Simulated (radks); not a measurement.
Species: Ba I. Configuration: [Xe] 6s1 5f1 (not the ground configuration).

Calculated with a radial shooting solver on a logarithmic mesh with Libxc functionals: Dirac Kohn-Sham, PBE, spin-unpolarised, spherical densities, finite nucleus; open shells fill j = l - 1/2 first; Fermi nuclear charge, rms radius 4.8378 fm.

Energy parts (eV):
part                      energy
total                 -221468.82
kinetic                236401.43
electron-nucleus      -538381.29
Hartree                 85901.44
exchange-correlation    -5390.40

Orbitals (lengths in bohr, moments of r in powers of bohr; r(max) is where P^2 peaks):
[
 {"orbital": "1s1/2", "occ.": "2", "eigenvalue (eV)": "-37229.98", "r(max)": "0.01642", "<r>": "0.02558", "<r^4>": "2.075e-06"},
 {"orbital": "2s1/2", "occ.": "2", "eigenvalue (eV)": "-5885.674", "r(max)": "0.09302", "<r>": "0.1093", "<r^4>": "0.0003458"},
 {"orbital": "2p1/2", "occ.": "2", "eigenvalue (eV)": "-5544.533", "r(max)": "0.07107", "<r>": "0.09193", "<r^4>": "0.0002189"},
 {"orbital": "2p3/2", "occ.": "4", "eigenvalue (eV)": "-5162.801", "r(max)": "0.07614", "<r>": "0.09793", "<r^4>": "0.0002686"},
 {"orbital": "3s1/2", "occ.": "2", "eigenvalue (eV)": "-1245.479", "r(max)": "0.2665", "<r>": "0.2916", "<r^4>": "0.01438"},
 {"orbital": "3p1/2", "occ.": "2", "eigenvalue (eV)": "-1102.267", "r(max)": "0.2531", "<r>": "0.2815", "<r^4>": "0.01351"},
 {"orbital": "3p3/2", "occ.": "4", "eigenvalue (eV)": "-1028.481", "r(max)": "0.2642", "<r>": "0.2934", "<r^4>": "0.01580"},
 {"orbital": "3d3/2", "occ.": "4", "eigenvalue (eV)": "-777.1953", "r(max)": "0.2133", "<r>": "0.2644", "<r^4>": "0.01238"},
 {"orbital": "3d5/2", "occ.": "6", "eigenvalue (eV)": "-761.4669", "r(max)": "0.2165", "<r>": "0.2681", "<r^4>": "0.01300"},
 {"orbital": "4s1/2", "occ.": "2", "eigenvalue (eV)": "-247.4856", "r(max)": "0.6254", "<r>": "0.6739", "<r^4>": "0.3835"},
 {"orbital": "4p1/2", "occ.": "2", "eigenvalue (eV)": "-195.4221", "r(max)": "0.6375", "<r>": "0.6969", "<r^4>": "0.4589"},
 {"orbital": "4p3/2", "occ.": "4", "eigenvalue (eV)": "-180.0445", "r(max)": "0.6616", "<r>": "0.7241", "<r^4>": "0.5345"},
 {"orbital": "4d3/2", "occ.": "4", "eigenvalue (eV)": "-95.0103", "r(max)": "0.6910", "<r>": "0.7947", "<r^4>": "0.8874"},
 {"orbital": "4d5/2", "occ.": "6", "eigenvalue (eV)": "-92.3965", "r(max)": "0.6990", "<r>": "0.8046", "<r^4>": "0.9330"},
 {"orbital": "5s1/2", "occ.": "2", "eigenvalue (eV)": "-37.4766", "r(max)": "1.473", "<r>": "1.638", "<r^4>": "13.43"},
 {"orbital": "5p1/2", "occ.": "2", "eigenvalue (eV)": "-23.9835", "r(max)": "1.625", "<r>": "1.856", "<r^4>": "23.47"},
 {"orbital": "5p3/2", "occ.": "4", "eigenvalue (eV)": "-21.8984", "r(max)": "1.693", "<r>": "1.938", "<r^4>": "28.02"},
 {"orbital": "6s1/2", "occ.": "1", "eigenvalue (eV)": "-5.8027", "r(max)": "3.866", "<r>": "4.359", "<r^4>": "677.1"},
 {"orbital": "5f5/2", "occ.": "1", "eigenvalue (eV)": "-0.4272", "r(max)": "16.16", "<r>": "16.76", "<r^4>": "131400"},
 {"orbital": "5f7/2", "occ.": "0", "eigenvalue (eV)": "-0.4261", "r(max)": "16.19", "<r>": "16.79", "<r^4>": "132200"}
]

The highest occupied level is 5f5/2 at -0.427 eV. Summed over all electrons, <r^2> = 374.1 bohr^2, which gives a Langevin (diamagnetic) susceptibility term of -296 x 10^-6 cm^3/mol.
